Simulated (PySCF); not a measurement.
Mg(Br)(OMe) (CH3BrMgO), SMILES [Br][Mg][O]C.

Geometry optimised at PBE-D3(BJ)/def2-SVP. The structure was generated by enumeration; whether it is a known compound was not checked. The values are those of a single conformer.

Calculation: PySCF 2.14.0 with PBE-D3(BJ)/def2-SVP.

Frequencies are harmonic and unscaled.

Modes within 1.5 cm⁻¹ of each other (mostly degenerate sets) share a row, with their intensities summed.

Computed harmonic wavenumbers and intensities:
```json
[
 {"mode": "1–2", "ν (cm⁻¹)": "64", "IR (km/mol)": "0.1", "moving atoms (share of kinetic energy)": "O 29 %, C 25 %, H 22 %, Mg 20 %"},
 {"mode": "3–4", "ν (cm⁻¹)": "125", "IR (km/mol)": "117.4", "moving atoms (share of kinetic energy)": "Mg 59 %, O 36 %"},
 {"mode": "5", "ν (cm⁻¹)": "269", "IR (km/mol)": "5.3", "moving atoms (share of kinetic energy)": "Br 39 %, O 22 %, C 20 %, Mg 13 %"},
 {"mode": "6", "ν (cm⁻¹)": "669", "IR (km/mol)": "52.1", "moving atoms (share of kinetic energy)": "Mg 66 %, C 22 %"},
 {"mode": "7–8", "ν (cm⁻¹)": "1143", "IR (km/mol)": "0.9", "moving atoms (share of kinetic energy)": "H 76 %, C 19 %"},
 {"mode": "9", "ν (cm⁻¹)": "1254", "IR (km/mol)": "401.3", "moving atoms (share of kinetic energy)": "O 59 %, C 36 %"},
 {"mode": "10–11", "ν (cm⁻¹)": "1421", "IR (km/mol)": "0.4", "moving atoms (share of kinetic energy)": "H 97 %"},
 {"mode": "12", "ν (cm⁻¹)": "1432", "IR (km/mol)": "41.2", "moving atoms (share of kinetic energy)": "H 88 %, C 10 %"},
 {"mode": "13", "ν (cm⁻¹)": "2881", "IR (km/mol)": "185.8", "moving atoms (share of kinetic energy)": "H 98 %"},
 {"mode": "14–15", "ν (cm⁻¹)": "2945", "IR (km/mol)": "114.3", "moving atoms (share of kinetic energy)": "H 90 %, C 10 %"}
]
```
